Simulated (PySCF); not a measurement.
Start geometry of VHCl3, `[H][V]([Cl])([Cl])[Cl]` [radical] from GFN2-xTB (Å):
```
atom  x, y, z in Å
V1     0.119   -0.177   -0.049
H2     0.013   -0.065    1.423
Cl3    1.927    0.142   -0.461
Cl4   -0.859    1.660   -0.509
Cl5   -1.125   -1.671   -0.467
```

**Question.** What comes out of this run: PBE0-D3(BJ)/def2-SVP geometry optimisation, gas phase (PySCF)?

**Answer.** 
```
atom  x, y, z in Å
V1     0.042   -0.047   -0.129
H2     0.058   -0.132    1.448
Cl3    2.125    0.165   -0.412
Cl4   -1.093    1.721   -0.489
Cl5   -1.057   -1.817   -0.480
```

The energy falls by 26.5 kcal/mol over 8 energy and gradient evaluations, the largest force component goes from 0.1435 to 2.9e-04 Eh/bohr, and the atoms move by 0.160 Å rms after alignment. The bond that changes most is V1–Cl3 (ends: vanadium bonded to 3 Cl and H; chlorine bonded to V), which lengthens by 0.232 Å. Bonds longer at the end by more than 0.005 Å: 3 of 4; shorter: 0. Among the angles that change most is Cl3–V1–Cl4, from 104.3° to 114.8°. Rotational constants go from 2759, 2177, 1273 to 2297, 1998, 1101 MHz. The orientation of the end geometry is arbitrary; only internal coordinates are fixed.

The run used 90 basis functions and 91 SCF cycles in all.

No PBE0-D3(BJ)/def2-SVP frequencies stand behind this structure, so it isn't proved a minimum. ⟨S²⟩ = 0.767 (exact for a doublet: 0.75).
